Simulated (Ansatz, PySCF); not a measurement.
C3H4Si, SMILES `C#C[Si]C` (excited triplet) (charge 0, multiplicity 3). This triplet is an excited state, 1.14 eV above the relaxed singlet at the level B3LYP-D3(BJ)/def2-TZVP (PySCF).

Method: frozen-core fic-MRCISD+Q@CASSCF(6e,6o)/cc-pVTZ // B3LYP-D3(BJ)/def2-TZVP run with Ansatz (a program for electronic structure).

Ansatz 0.2 input:
```yaml
crystal:
  periodic: [false, false, false]
  atoms:
    - { symbol: C, position_ang: [2.5725, -0.085899, -0.750694] }
    - { symbol: C, position_ang: [1.50223, -0.160663, -0.175417] }
    - { symbol: Si, position_ang: [0.00712, -0.310946, 0.782365] }
    - { symbol: C, position_ang: [-1.652322, 0.085305, -0.040701] }
    - { symbol: H, position_ang: [3.500519, -0.016149, -1.265243] }
    - { symbol: H, position_ang: [-1.65328, 1.120198, -0.386237] }
    - { symbol: H, position_ang: [-2.46547, -0.049398, 0.671447] }
    - { symbol: H, position_ang: [-1.811304, -0.582451, -0.888757] }
basis:
  gaussian: { orbitals: cc-pVTZ }
correlation:
  method: fic_mrcisd_q
  active_space: { window: { electrons: 6, orbitals: 6 } }
magnetization:
  spin_polarized: false
  initial_magnetization: 2
```

Output:

```
Functional definition: HF
1027 factors; integrals over basis functions are off by at most 1.1e-3 eV
mean field evaluation 1: about -11010.6322 eV, gradient 3.2e1 eV
mean field evaluation 2: about -11010.6413 eV, gradient 3.2e1 eV
mean field evaluation 4: about -11014.6737 eV, gradient 5.8e0 eV
mean field evaluation 8: about -11014.9709 eV, gradient 3.5e-1 eV
mean field -11014.97221988 eV, -404.7927628643 hartree, gradient 9.2e-6 eV, S^2 2.000000; 0 other end points of the search recorded, 0 dependent functions left out
reference -11014.97221988 eV, -404.7927628643 hartree; 19, 17 occupied and 161, 163 virtual orbitals, 1027 factors
state -11016.83845002 eV, -404.8613455568 hartree
contracted CI cycle   1: correlation 0.00000000 eV, 0.0000000000 hartree, residual 3.70e1 eV
contracted CI cycle   2: correlation -12.26769642 eV, -0.4508295282 hartree, residual 5.06e0 eV
contracted CI cycle   3: correlation -12.54117145 eV, -0.4608795501 hartree, residual 1.04e0 eV
contracted CI cycle   4: correlation -12.55253038 eV, -0.4612969832 hartree, residual 2.57e-1 eV
contracted CI cycle   5: correlation -12.55325808 eV, -0.4613237255 hartree, residual 6.64e-2 eV
contracted CI cycle   6: correlation -12.55330294 eV, -0.4613253741 hartree, residual 1.68e-2 eV
contracted CI cycle   7: correlation -12.55330603 eV, -0.4613254876 hartree, residual 4.84e-3 eV
contracted CI cycle   8: correlation -12.55330628 eV, -0.4613254968 hartree, residual 1.41e-3 eV
state -11016.83845002 eV, -404.8613455568 hartree; corrected -11031.26292215 eV, -405.3914351303 hartree
Total energy: -11031.26292215 eV, -405.3914351303 hartree
```
